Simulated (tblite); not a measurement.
Species: C₅H₃NO (charge -1 and doublet state).
InChI=1S/C5H3NO/c6-4-5-2-1-3-7-5/h1-3H/q-1

Computed with GFN2-xTB (tblite): harmonic, unscaled wavenumbers at the GFN2-xTB geometry, gas phase. The method is semi-empirical: single wavenumbers can be off by several per cent or more. Open shells enter through the occupations alone, without spin polarisation, and single modes of such species can be off by tens of per cent.

Harmonic wavenumbers (cm⁻¹): 152.0, 168.7, 332.0, 394.9, 463.4, 529.8, 542.7, 552.0, 638.8, 809.5, 820.7, 857.0, 1010.7, 1078.6, 1106.7, 1161.3, 1235.2, 1380.9, 1457.0, 1483.5, 2233.6, 3057.7, 3105.6, 3119.5.

A = 8902, B = 2026, C = 1650 MHz; mass 93.021 u (most abundant isotopes); point group Cs, symmetry number 1; spin multiplicity 2.

Q: Zero-point energy?

A: Half the sum of the wavenumbers: 13846 cm⁻¹ = 39.59 kcal/mol.

Q: Entropy at 273.15 K, 1 bar (ideal gas, RRHO, classical rotation)?

A: Translation 39.09, rotation 26.52, vibration 9.72, spin (R ln 2) 1.38: S = 76.7 cal/(mol K).

Q: And Cp and H(273.15 K) − H(0)?

A: Cp = 22.52 cal/(mol K), of which vibrations give 14.57 (their classical limit is 24 R = 47.7); H(273.15 K) − H(0) = 3.84 kcal/mol without the zero-point energy, 1.67 from vibrations.

Q: How do the functions run with temperature in this model?

A: 
```json
{"T (K)": "50", "S (cal/(mol K))": "53.7", "Cp (cal/(mol K))": "8.8", "H − H(0) (kcal/mol)": "0.41", "G − H(0) (kcal/mol)": "-2.28", "ln q(vib)": "0.02"}
{"T (K)": "100", "S (cal/(mol K))": "60.6", "Cp (cal/(mol K))": "11.4", "H − H(0) (kcal/mol)": "0.91", "G − H(0) (kcal/mol)": "-5.15", "ln q(vib)": "0.23"}
{"T (K)": "298.15", "S (cal/(mol K))": "78.8", "Cp (cal/(mol K))": "24.0", "H − H(0) (kcal/mol)": "4.43", "G − H(0) (kcal/mol)": "-19.05", "ln q(vib)": "2.10"}
{"T (K)": "373.15", "S (cal/(mol K))": "84.6", "Cp (cal/(mol K))": "28.2", "H − H(0) (kcal/mol)": "6.39", "G − H(0) (kcal/mol)": "-25.18", "ln q(vib)": "3.00"}
{"T (K)": "500", "S (cal/(mol K))": "93.7", "Cp (cal/(mol K))": "33.7", "H − H(0) (kcal/mol)": "10.33", "G − H(0) (kcal/mol)": "-36.50", "ln q(vib)": "4.60"}
{"T (K)": "750", "S (cal/(mol K))": "108.8", "Cp (cal/(mol K))": "40.8", "H − H(0) (kcal/mol)": "19.74", "G − H(0) (kcal/mol)": "-61.88", "ln q(vib)": "7.77"}
{"T (K)": "1000", "S (cal/(mol K))": "121.2", "Cp (cal/(mol K))": "45.1", "H − H(0) (kcal/mol)": "30.52", "G − H(0) (kcal/mol)": "-90.68", "ln q(vib)": "10.73"}
```

q(vib) and H(0) count from the zero-point level.

Q: What must be added to the electronic energy to get the Gibbs energy at 273.15 K and 1 bar?

A: ZPE + [H(273.15 K) − H(0)] − T·S = 39.59 + 3.84 − 20.95 = 22.48 kcal/mol.

Hindered rotation and anharmonicity are outside this model.

Time: 0.29 s of wall time. Hardware: one thread, Intel Xeon Platinum 8259CL at 2.50 GHz (x86_64), no GPU (shared host). The figure is for the frequency step alone.
